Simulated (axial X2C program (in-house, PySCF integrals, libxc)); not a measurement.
# Density and ELF of Sn₂

Computed with an axial X2C code built on PySCF integrals. Two-component (2c) means X2C with spin–orbit coupling and atomic mean-field two-electron Coulomb and Gaunt terms. Basis: Sn dyall-cv3z [11s12p9d4f1g] (cores contracted in-house); Gaussian nuclei, density fitting, unrestricted open shells. Masses: Sn 119.902 u.

PBE0, two-component, state Ω = 1 (⟨Sz⟩ = 1.04, ⟨Lz⟩ = -0.04 at PBE0); Sn at z = 0, Sn at z = 2.765 Å.

The maps cover the half plane through the axis: z from -2.4 to 4.8 Å along the bond, ρ from 0.15 to 2.25 Å away from it.

log10 of the density in e/bohr³:

```
 ρ\z  -2.4  -1.8  -1.2  -0.6   0.0   0.6   1.2   1.8   2.4   3.0   3.6   4.2   4.8
0.15  -2.8  -2.1  -1.4  -0.1   1.8  -0.1  -1.2  -1.0   0.5   0.8  -0.8  -1.6  -2.3
0.45  -2.8  -2.1  -1.5  -0.5   0.4  -0.5  -1.3  -1.1   0.0   0.2  -1.0  -1.7  -2.4
0.75  -2.9  -2.3  -1.6  -1.0  -0.5  -1.0  -1.5  -1.4  -0.8  -0.6  -1.3  -1.9  -2.5
1.05  -3.1  -2.4  -1.9  -1.4  -1.2  -1.5  -1.7  -1.6  -1.3  -1.3  -1.6  -2.1  -2.7
1.35  -3.3  -2.7  -2.2  -1.8  -1.7  -1.8  -1.9  -1.9  -1.7  -1.7  -1.9  -2.3  -2.9
1.65  -3.5  -2.9  -2.5  -2.2  -2.1  -2.1  -2.2  -2.2  -2.1  -2.1  -2.3  -2.6  -3.1
1.95  -3.7  -3.2  -2.8  -2.5  -2.4  -2.5  -2.5  -2.5  -2.5  -2.5  -2.6  -2.9  -3.4
2.25  -4.0  -3.5  -3.1  -2.9  -2.8  -2.8  -2.8  -2.8  -2.8  -2.8  -3.0  -3.3  -3.7
```

Electron localisation function (collinear form, no current term, damped to 0 at low density):

```
 ρ\z  -2.4  -1.8  -1.2  -0.6   0.0   0.6   1.2   1.8   2.4   3.0   3.6   4.2   4.8
0.15  0.78  0.91  0.59  0.60  0.75  0.60  0.50  0.23  0.69  0.18  0.30  0.82  0.90
0.45  0.74  0.90  0.66  0.39  0.76  0.38  0.55  0.27  0.68  0.75  0.29  0.84  0.88
0.75  0.65  0.88  0.75  0.27  0.40  0.23  0.61  0.39  0.29  0.35  0.40  0.86  0.85
1.05  0.49  0.84  0.81  0.42  0.25  0.31  0.64  0.52  0.26  0.28  0.60  0.85  0.77
1.35  0.27  0.73  0.79  0.61  0.41  0.46  0.62  0.57  0.41  0.46  0.71  0.80  0.61
1.65  0.10  0.52  0.69  0.63  0.49  0.48  0.58  0.54  0.46  0.54  0.67  0.66  0.36
1.95  0.02  0.25  0.48  0.50  0.42  0.41  0.51  0.47  0.40  0.45  0.51  0.42  0.12
2.25  0.00  0.06  0.23  0.30  0.28  0.30  0.40  0.36  0.28  0.29  0.28  0.16  0.03
```

Axial spin density in 10⁻³ e/bohr³:

```
 ρ\z  -2.4  -1.8  -1.2  -0.6   0.0   0.6   1.2   1.8   2.4   3.0   3.6   4.2   4.8
0.15  -0.1  -0.4  -0.9  -0.1  26.1  -0.4  -1.3  -1.2   0.5  -2.4  -0.4  -0.7  -0.2
0.45  -0.1  -0.2  -0.1   1.8   3.9   0.9   1.9   2.0  -0.9  -1.8   1.2  -0.3  -0.2
0.75   0.0   0.0   0.8   4.6   3.5   6.2   5.2   5.7   5.1   4.6   2.9   0.2  -0.1
1.05   0.0   0.1   1.2   5.0   8.4   8.2   6.3   6.9   8.7   7.6   3.1   0.5   0.0
1.35   0.0   0.1   1.0   3.7   6.6   6.5   5.3   5.7   6.9   5.7   2.4   0.5   0.1
1.65   0.0   0.1   0.7   2.2   3.9   4.1   3.6   3.8   4.2   3.4   1.5   0.4   0.1
1.95   0.0   0.1   0.4   1.2   2.1   2.3   2.2   2.2   2.3   1.8   0.9   0.3   0.1
2.25   0.0   0.1   0.2   0.6   1.1   1.2   1.2   1.2   1.2   0.9   0.5   0.2   0.0
```

The state is a single determinant with fixed occupations, the lowest that a limited PBE0 search found. Density functionals use the spin component along the axis (collinear). Other states lie close and PBE0, whose exact exchange favours high spin, may order them wrongly; the determinant shown need not be the ground state. The nearest other 2c determinant of the search, Ω = 0, lies 0.22 eV up at the distance of the search. With several unpaired electrons one determinant need not be a pure state. Open-shell Ω = 0 determinants with evenly filled partner blocks cannot be reached by this program, so the Ω shown need not be the lowest component. This is the Ω = 1 component of a π² triplet; the 0⁺ component is not one determinant and can lie lowest.
